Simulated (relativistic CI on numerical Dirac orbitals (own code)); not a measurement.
# Os25+: q coefficients and field-shift factors

Computed by Dirac-Coulomb-Breit CI, separate exchange-only KLI orbitals for each configuration, derivatives by finite differences, unscaled Slater integrals, QED left out (own radial code, finite nucleus).

Configurations in the expansion (outside the closed core [Ar] 3d10 4p6 4d10): 4s2.4f5, 4s2.4f4.5s, 4s2.4f3.5s2, 4s.4f4.5s2. Levels of other configurations are missing.

With x = (α/α₀)² − 1 an excitation energy changes as ω = ω₀ + qx; K = 2q/ω₀ is the relative enhancement. Terms are leading LS components, so labels can repeat. The field-shift factor is F = δν/δ⟨r²⟩ for the transition from the lowest level.

Lowest level 4s2.4f5 6H°_5/2.

| Level | ω₀ (cm⁻¹) | q (cm⁻¹) | K | F (GHz/fm²) |
| --- | --- | --- | --- | --- |
| 4s2.4f5 6H°_7/2 | 12220.4 | 18960 | 3.1 | 0.854 |
| 4s2.4f5 6H°_9/2 | 23149.5 | 31350 | 2.71 | 1.45 |
| 4s2.4f5 6F°_5/2 | 27747.5 | 11260 | 0.812 | 0.718 |
| 4s2.4f5 6F°_3/2 | 28116.0 | 17050 | 1.21 | 0.941 |
| 4s2.4f5 6F°_1/2 | 29459.1 | 22220 | 1.51 | 1.15 |
| 4s2.4f5 6H°_11/2 | 32389.5 | 37880 | 2.34 | 1.8 |
| 4s2.4f5 6F°_7/2 | 38494.9 | 28310 | 1.47 | 1.48 |
| 4s2.4f5 6H°_13/2 | 39997.5 | 39700 | 1.99 | 1.96 |
| 4s2.4f5 6H°_15/2 | 44363.1 | 28830 | 1.3 | 1.59 |
| 4s2.4f5 6F°_9/2 | 49063.1 | 38420 | 1.57 | 1.99 |
| 4s2.4f5 6F°_5/2 | 55162.4 | 28830 | 1.05 | 1.68 |
| 4s2.4f5 4M°_15/2 | 57782.7 | 27350 | 0.947 | 1.67 |
| 4s2.4f5 6F°_11/2 | 58856.7 | 44910 | 1.53 | 2.34 |
| 4s2.4f5 4F°_3/2 | 62372.2 | 32260 | 1.03 | 1.88 |
| 4s2.4f5 4L°_13/2 | 66695.6 | 25180 | 0.755 | 1.67 |
| 4s2.4f5 4I°_9/2 | 66769.4 | 24930 | 0.747 | 1.65 |
| 4s2.4f5 4K°_11/2 | 67284.3 | 26060 | 0.775 | 1.7 |
| 4s2.4f5 4G°_7/2 | 71357.3 | 38950 | 1.09 | 2.24 |
| 4s2.4f5 4P°_5/2 | 72820.3 | 22060 | 0.606 | 1.59 |
| 4s2.4f5 4M°_17/2 | 73193.1 | 33200 | 0.907 | 2.06 |
| 4s2.4f5 2P°_1/2 | 80000.2 | 23030 | 0.576 | 1.7 |
| 4s2.4f5 4L°_15/2 | 82935.1 | 43050 | 1.04 | 2.53 |
| 4s2.4f5 4M°_19/2 | 83768.9 | 40290 | 0.962 | 2.45 |

At this charge energies of transitions that change n are usually good to better than 1 %, and those within a shell (Δn = 0) to a few per cent. Terms inside the open d or f shell come out 10 to 20 % too wide with unscaled integrals.
